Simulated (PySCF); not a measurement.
Compound: C8H7O (doublet state).
Structure used (GFN2-xTB), in Å, numbered top down from 1:
```xyz
16
C8H7O angstrom
C     -3.0381   -1.5508   -0.9364
C     -2.7058   -0.5673   -0.1568
C     -1.3514   -0.0794    0.0907
C     -1.2267    1.0460    1.0145
O     -2.1508    1.5861    1.5754
C     -0.2574   -0.6294   -0.4954
C      1.0578   -0.2062   -0.2980
C      2.2114    0.1231   -0.1594
C      3.5833    0.5270    0.0167
H     -3.9206   -2.0545   -1.2524
H     -3.4485    0.0118    0.4121
H     -0.1843    1.3828    1.1712
H     -0.3960   -1.4643   -1.1730
H      4.0187    0.7887   -0.9480
H      3.6434    1.3893    0.6804
H      4.1575   -0.2939    0.4469
```

The hyperfine couplings belong to this conformer and change with its torsions.

Identity: `O=CC(/C=[C]/[H])=C\C#CC` [radical].

Method used: UKS B3LYP, pcH-1 on C H O, non-relativistic, mean-field spin-orbit, GIAO (PySCF). Geometry: GFN2-xTB, one conformer, isolated molecule. The geometry wasn't refined by DFT: couplings that depend on bond lengths, twists or pyramidal angles can differ widely from those at the functional's own minimum. The SCF solution wasn't tested for stability.

**Question.** Give the isotropic g value and a_iso(1H) at H11.

**Answer.** g_iso = 2.00239 and a = +190.88 MHz, or +6.811 mT (Mulliken spin population +0.08).

**Question.** For one electron spin and this one nucleus (I = 1/2, g_N = 5.5857), compare first-order, second-order and exact resonance fields at 3.327 GHz.

**Answer.** First order: B = B0 − a·mI with B0 = 118.711 mT. Second order subtracts a²[I(I+1) − mI²]/(2B0). The exact fields come from the Breit–Rabi levels of H = g μB B Sz − g_N μN B Iz + a S·I.

| mI | first order (mT) | second order (mT) | exact (mT) | exact − first order |
| --- | --- | --- | --- | --- |
| −1/2 | 122.117 | 122.019 | 122.022 | -0.095 |
| +1/2 | 115.306 | 115.208 | 115.205 | -0.100 |

**Question.** Someone takes the midpoint and the distance of the outer exact lines at face value. What g and a result?

**Answer.** Their midpoint, 118.614 mT, gives an apparent g of 2.00404 (true 2.00239), and their distance over 2I an apparent |a| of 6.816 mT (true 6.811).

**Question.** What levels remain at zero field?

**Answer.** F = I ± 1/2 = 1 and 0, at a·I/2 = +47.7 MHz and −a(I+1)/2 = -143.2 MHz, that is |a|(I + 1/2) = 190.9 MHz apart; F = 0 lies lower.

Other couplings of abundant isotopes, left aside here: 1 × 1H 40 MHz, 1 × 1H 7 MHz, 1 × 1H 2 MHz, 3 × 1H 2 MHz.

Nuclei that the bonding pattern makes equivalent are averaged, as if the motion that swaps them (rotation, inversion, ring flip) were fast.
